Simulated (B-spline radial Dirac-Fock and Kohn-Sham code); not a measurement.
# How the binding energies of Sn⁴⁺ add up

System: Sn⁴⁺, configuration [Kr] 4d9 5s1 (not the ground configuration); nuclear rms radius 4.6519 fm (A = 120).

The run's input, task.json:

```json
{"items": [{
  "Z": 50,
  "q": 4,
  "cfg": [[1, 0, 2], [2, 0, 2], [2, 1, 6], [3, 0, 2], [3, 1, 6], [3, 2, 10], [4, 0, 2], [4, 1, 6], [4, 2, 9], [5, 0, 1]],
  "A": 120,
  "rrms": 4.6519,
  "do": ["binding"]
}]}
```

Command: `python xray_run.py task.json out`

These are calculated numbers from an atomic code on a B-spline grid; the model is relaxed Dirac-Fock hole states (ΔSCF) with Breit and QED corrections and a finite nucleus. Correlation and solid-state effects are left out. Energies are counted from the vacuum level. Subshells whose hole state is unreliable or did not converge are left out.

All terms are in eV, carry their sign (relaxation lowers the binding energy) and add up to the binding energy; ⟨r⟩ is the mean radius of the orbital in the initial state.

```
subshell  −ε (Koopmans)  relaxation   Breit  self-energy  vacuum polarisation  binding energy  ⟨r⟩ (bohr)
      1s        29420.6      -62.97  -63.68       -37.21                 4.91         29261.6       0.029
      2s         4576.3      -32.63   -5.88        -4.55                 0.56          4533.8       0.125
   2p1/2         4265.2      -36.00   -9.95         0.33                -0.02          4219.6       0.106
   2p3/2         4033.6      -34.83   -6.55        -0.10                -0.03          3992.1       0.111
      3s          963.5      -12.77   -0.82        -0.91                 0.11           949.1       0.337
   3p1/2          835.9      -13.16   -1.49         0.07                 0.00           821.3       0.329
   3p3/2          792.4      -12.69   -0.86        -0.01                -0.01           778.8       0.339
   3d3/2          569.6      -14.04   -0.44         0.09                -0.01           555.1       0.312
   4p1/2          163.5       -2.79   -0.23         0.02                 0.00           160.5       0.862
   4p3/2          155.5       -2.61   -0.11         0.00                 0.00           152.8       0.888
      4d          83.17       -1.94    0.00         0.01                 0.00           81.24       1.048
      5s          52.39       -0.14   -0.02        -0.03                 0.00           52.20       2.038
```

For the deepest level, K (1s), the Breit terms make up -0.218 % of the binding energy, QED -0.110 % and orbital relaxation -0.215 %.

Spin-orbit splittings: 2p 227.5 eV, 3p 42.54 eV, 4p 7.75 eV.
